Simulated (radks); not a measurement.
Values are calculated unless marked as measured or tabulated.
Al2+, 11 electrons, occupied as [Ne] 3s1 (the NIST ground configuration). Code: a radial shooting solver on a logarithmic mesh with Libxc functionals. Model: scalar-relativistic Kohn-Sham, exchange-only LDA, spin-polarised, spherical densities, finite nucleus; open shells are filled with parallel spins first; Fermi nuclear charge, rms radius 3.061 fm. Some entries of the table are withheld. Estimate them.

| orbital | occ. | eigenvalue (eV) | <r^2> (bohr^2) | <1/r> (bohr^-1) |
|---|---|---|---|---|
| 1s up | 1 | -1522.930 | 0.01960 | 12.59 |
| 1s down | 1 | -1522.784 | 0.01960 | 12.59 |
| 2s up | 1 | -126.2108 | (1) | (2) |
| 2s down | 1 | -125.9688 | (3) | (4) |
| 2p up | 3 | -88.4474 | 0.4645 | 2.209 |
| 2p down | 3 | -88.1750 | 0.4583 | 2.215 |
| 3s up | 1 | -23.8433 | (5) | 0.6151 |
| 3s down | 0 | -20.1233 | (6) | 0.6210 |

Answer. 
(1) 2s up <r^2> (bohr^2): 0.4748
(2) 2s up <1/r> (bohr^-1): 2.331
(3) 2s down <r^2> (bohr^2): 0.4719
(4) 2s down <1/r> (bohr^-1): 2.334
(5) 3s up <r^2> (bohr^2): 5.560
(6) 3s down <r^2> (bohr^2): 5.679
